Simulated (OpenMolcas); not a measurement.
Ho2+: moving or changing the point charges

Ho2+ among 6 point charges of -2 e arranged as an octahedron (Oh), 2.4 Å from the ion.
```
   2.4000    0.0000    0.0000  -2.00
   0.0000    2.4000    0.0000  -2.00
  -2.4000    0.0000    0.0000  -2.00
   0.0000   -2.4000    0.0000  -2.00
   0.0000    0.0000    2.4000  -2.00
   0.0000    0.0000   -2.4000  -2.00
```

```
Program             : OpenMolcas
Method              : CASSCF
Basis               : ANO-RCC-VDZP [7s6p4d2f1g]
Scalar Hamiltonian  : DKH2, point nucleus
Active space        : 11 electrons in 7 orbitals (4f)
State averaging     : 2S+1 = 4 odd, 35 roots; 2S+1 = 2 odd, 73 roots kept (CI in the orbitals of an earlier block)
Spin-orbit coupling : state interaction with AMFI integrals over the reference wave functions
```

Runs around this geometry, states (labels of O, the rotations of Oh). Energies in cm-1 above the lowest state or level, χT in cm3 K/mol.

```tsv
R (Å)	Ground state	First state of that spin	First gap with spin-orbit (degeneracies)	Width of lowest J	χT at 300 K
2.4	4A1	4T1 39.2	54.9 (4, 4)	267	11.357
2.6	4A1	4T1 32.0	47.4 (4, 4)	220	11.396
2.81	4A1	4T1 22.6	34.0 (4, 4)	156	11.421
```

Taking the width of the lowest J multiplet as R^-n, n = -ln(156 / 267) / ln(2.81 / 2.4) = 3.4 between the shortest and longest distance.

High states are left out of the spin-orbit mixing, which shifts the levels that they would mix with. This is an electrostatic model: the charges have no orbitals. No measured value stands beside these numbers.
